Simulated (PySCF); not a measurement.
## Electron correlation in Be+ (beryllium, charge +1)

[He] 2p1, 2P determinant (an excited configuration). Computed with PySCF 2.14 in aug-cc-pCVTZ-DK with one added diffuse shell each of s, p, d, f type (8s7p5d3f, 75 functions), with the spin-free X2C one-electron Hamiltonian (Gaussian nucleus). Frozen: nothing; 3 electrons correlated.

```csv
level,correlation energy (mhartree)
CCSD,-43.44
(T),-0.02
CCSD(T),-43.46
```

Diagnostics: T1 = 0.0022, D1 = 0.0052, largest double amplitude 0.016.

**Question.** Is a single reference adequate?

**Answer.** Yes: T1 lies below 0.03 and no double amplitude reaches 0.07.
